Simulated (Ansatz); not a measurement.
Job for Ansatz (an electronic-structure program): R-CCSD(T)/def2-TZVPP on FHPbS (SMILES [F][Pb][SH]), a point of a torsion scan. Elements past Kr take the def2 small-core potentials; no spin–orbit coupling. The run froze 15 orbitals, filled d shells among them.

Ansatz 0.2 input:
```yaml
crystal:
  periodic: [false, false, false]
  atoms:
    - {symbol: F, position_ang: [1.73677797, -0.88631911, -0.16286417]}
    - {symbol: Pb, position_ang: [0.99493368, 1.02768341, -0.61831878]}
    - {symbol: S, position_ang: [-1.42544753, 0.39864846, -0.50136057]}
    - {symbol: H, position_ang: [-1.26757303, -0.87644218, -0.20207245]}
basis:
  gaussian:
    orbitals: def2-TZVPP
magnetization: {spin_polarized: false}
correlation: {method: ccsd_t, electrons: outside_noble_gas}
scf: {lower_state_search: off}
```

### Question
What total energy does the run end on?

### Answer
-690.0628 hartree (reference determinant -689.5112, T1 diagnostic 0.017).

### Question
How many basis functions does it have, and what does it roughly cost on one machine?

### Answer
137 functions; around 8 core-seconds (rough).
